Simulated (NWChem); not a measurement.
System meant: CH$_{4}$OTe; SMILES C[Te]O

NWChem input:

```
start job
memory heap 200 mb stack 900 mb global 1100 mb
geometry units angstroms noautoz
  Te     0.344857     0.060399    -0.023508
  C     -0.935389    -1.662251    -0.004261
  H     -1.463542    -1.773868    -0.959260
  H     -1.646933    -1.549252     0.823755
  H     -0.300644    -2.542410     0.175912
  O     -1.133694     1.406767     0.096250
  H     -1.371560     1.631253    -0.812099
end
basis spherical
  * library def2-svp
end
dft
  xc pbe0
  iterations 150
  mulliken
end
task dft energy
```

End of the output:

```
             Grid Information
             ----------------
          Grid used for XC integration:  medium
          Radial quadrature: Mura-Knowles
          Angular quadrature: Lebedev.
          Tag              B.-S. Rad. Rad. Pts. Rad. Cut. Ang. Pts.
          ---              ---------- --------- --------- ---------
          Te                  1.40      123           9.0       590
          C                   0.70       49          10.0       434
          H                   0.35       45          11.0       434
          O                   0.60       49          11.0       434
          Grid pruning is: on
          Number of quadrature shells:   401
          Spatial weights used:  Erf1

          Convergence Information
          -----------------------
          Convergence aids based upon iterative change in
          total energy or number of iterations.
          Levelshifting, if invoked, occurs when the
          HOMO/LUMO gap drops below (HL_TOL):  1.00D-02
          DIIS, if invoked, will attempt to extrapolate
          using up to (NFOCK): 10 stored Fock matrices.

                    Damping( 0%)  Levelshifting(0.5)       DIIS
                  --------------- ------------------- ---------------
          dE  on:    start            ASAP                start
          dE off:    2 iters        150 iters           150 iters

      Screening Tolerance Information
      -------------------------------
          Density screening/tol_rho:  1.00D-10
          AO Gaussian exp screening on grid/accAOfunc:  14
          CD Gaussian exp screening on grid/accCDfunc:  20
          XC Gaussian exp screening on grid/accXCfunc:  20
          Schwarz screening/accCoul:  1.00D-08

      Superposition of Atomic Density Guess
      -------------------------------------

      charge =      52.0 Te (Tellurium)

      symmetry species            s     p     d     f
      number of basis functions =10     7     6
      number of cont. functions = 4     4     2
      number of closed shells   = 5     3     2
      number of open shells     = 0     1     0
      open shell occupation     = 0     4     0
 ------------------------------------------------------------------------
 atomscf:atomd: error in atom scf                   0
 ------------------------------------------------------------------------
 ------------------------------------------------------------------------
  current input line :
    20: task dft energy
 ------------------------------------------------------------------------
 ------------------------------------------------------------------------
 This error has not yet been assigned to a category
 ------------------------------------------------------------------------
 For more information see the NWChem manual at https://nwchemgit.github.io

0:atomscf:atomd: error in atom scf:Received an Error in Communication
```

**Question.** What is wrong, and how is it mended?

**Answer.** The program stopped with an error. Cause: the def2 basis of a heavy element holds valence functions alone and wants its effective core potential (without it all electrons must fit into that basis). This input runs:
```
start job
memory heap 200 mb stack 900 mb global 1100 mb
geometry units angstroms noautoz
  Te     0.344857     0.060399    -0.023508
  C     -0.935389    -1.662251    -0.004261
  H     -1.463542    -1.773868    -0.959260
  H     -1.646933    -1.549252     0.823755
  H     -0.300644    -2.542410     0.175912
  O     -1.133694     1.406767     0.096250
  H     -1.371560     1.631253    -0.812099
end
basis spherical
  Te library def2-svp
  C library def2-svp
  H library def2-svp
  O library def2-svp
end
ecp
  Te library def2-ecp
end
dft
  xc pbe0
  iterations 150
  mulliken
end
task dft energy
```
It converges to -383.51708 Ha (PBE0/def2-SVP with def2 effective core potentials on Te).
